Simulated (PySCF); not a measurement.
Computed shifts of a molecule C₂H₇BClN, PySCF with B3LYP/pcSseg-1, GIAO, gas phase, atoms alike by connectivity averaged where their shifts nearly agree, in ppm (number of nuclei): ¹H: 5.18 (1), 3.19 (6). ¹⁵N: 136.4 (1). ¹³C: 47.0 (1), 40.5 (1). References: ¹¹B against BF3 (σ = 86.3 ppm); ¹H against TMS (σ = 31.68 ppm); ³⁵Cl against HCl (σ = 933.3 ppm); ¹⁵N against NH3 (σ = 265.5 ppm); ¹³C against TMS (σ = 181.3 ppm), references at their B3LYP-D3(BJ)/def2-TZVP geometries, non-relativistic (without spin–orbit terms, shifts of atoms bonded to Cl or Br come out too high). The structure is a stationary point at B3LYP-D3(BJ)/def2-SVP. One conformer was computed; it need not be the lowest.

Task: Identify the compound among the candidates.
(A) CCB(N)Cl
(B) CNB(C)Cl
(C) CN(C)BCl

Result: C, CN(C)BCl
